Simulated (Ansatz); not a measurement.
Gas-phase electronic energies from Ansatz, PBE0-D4/def2-TZVP geometries. CCSD(T)/CBS is the MP2 limit (def2-TZVPP, def2-QZVPP) plus CCSD(T) − MP2 in def2-TZVPP, frozen cores. This one scheme is used for every species. Functionals use def2-TZVPP. B3LYP here is the variant with VWN-RPA as its local correlation; programs differ in this. Open shells (•) are unrestricted, without spin–orbit coupling. For Ge outer-core shells are correlated without core-valence functions, which leaves a few kJ/mol of doubt a bond. Scalar relativity is left out up to krypton.

Reaction (homolysis of the C–Ge bond): `[CH3][GeH]([CH3])[SiH3]` → `[CH3]`• + `[CH3][GeH][SiH3]`•

```
             level  ΔE (kJ/mol)  difference from CCSD(T)/CBS
            PBE-D4        332.9                        -12.1
         r2SCAN-D4        313.4                        -31.6
           PBE0-D4        331.1                        -13.9
          B3LYP-D4        322.1                        -22.9
           ωB97X-V        346.9                          1.9
           ωB97M-V        339.3                         -5.7
            B2PLYP        325.4                        -19.6
               PBE        324.9                        -20.1
            r2SCAN        311.0                        -34.0
              PBE0        324.1                        -20.9
             B3LYP        309.8                        -35.2
     HF/def2-TZVPP        225.6                       -119.4
    MP2/def2-TZVPP        353.2                          8.2
SCS-MP2/def2-TZVPP        347.6                          2.6
   CCSD/def2-TZVPP        329.7                        -15.3
CCSD(T)/def2-TZVPP        339.4                         -5.6
     HF/def2-QZVPP        224.2                       -120.8
    MP2/def2-QZVPP        355.9                         10.9
SCS-MP2/def2-QZVPP        351.0                          6.0
      HF/CBS(def2)        224.0                       -121.0
     MP2/CBS(def2)        358.9                         13.9
    CCSD/CBS(def2)        335.4                         -9.6
       CCSD(T)/CBS        345.0                            0
```

Largest T1 diagnostic among the species: 0.012.

The D4 term adds +12.4 kJ/mol with B3LYP and +7.0 kJ/mol with PBE0; it sums over pairs of atoms, weighted by their polarisabilities, and B3LYP, whose exchange is more repulsive, gets the larger term. In def2-TZVPP, CCSD(T) changes the Hartree–Fock value by +113.7 kJ/mol (the triples alone add +9.6 kJ/mol) and MP2 by +127.6 kJ/mol; breaking electron pairs costs correlation energy, which Hartree–Fock lacks.
